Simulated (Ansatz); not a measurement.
Reaction (ligand exchange at a Ge–C bond): `F[CH2][GeH2][SH]` + HCl → `[SH][GeH2][Cl]` + fluoromethane

Computed with Ansatz on PBE0-D4/def2-TZVP structures; ΔE is electronic, products minus reactants. CCSD(T)/CBS adds triple-zeta CCSD(T) − MP2 to the extrapolated MP2 energy (def2 sets, frozen cores). This one scheme is used for every species. Functionals use def2-TZVPP. For Ge outer-core shells are correlated without core-valence functions, which leaves a few kJ/mol of doubt a bond. Scalar relativity is left out up to krypton. One conformer a species, not always the lowest.

```csv
level,ΔE (kcal/mol),difference from CCSD(T)/CBS
PBE0-D4,-24.6,-0.7
B2PLYP,-25.2,-1.3
PBE,-23.8,0.1
PBE0,-24.9,-1.0
HF/def2-TZVPP,-29.2,-5.3
CCSD/def2-TZVPP,-23.8,0.1
MP2/def2-QZVPP,-24.8,-0.9
SCS-MP2/def2-QZVPP,-25.3,-1.4
MP2/CBS(def2),-25.0,-1.1
CCSD/CBS(def2),-24.3,-0.4
CCSD(T)/CBS,-23.9,0
```

Largest T1 diagnostic among the species: 0.011.

From PBE to PBE0 (25 % exact exchange), in def2-TZVPP and without D4, ΔE moves by −1.0 kcal/mol. In def2-TZVPP, CCSD(T) changes the Hartree–Fock value by +5.7 kcal/mol (the triples alone add +0.4 kcal/mol) and MP2 by +4.7 kcal/mol.
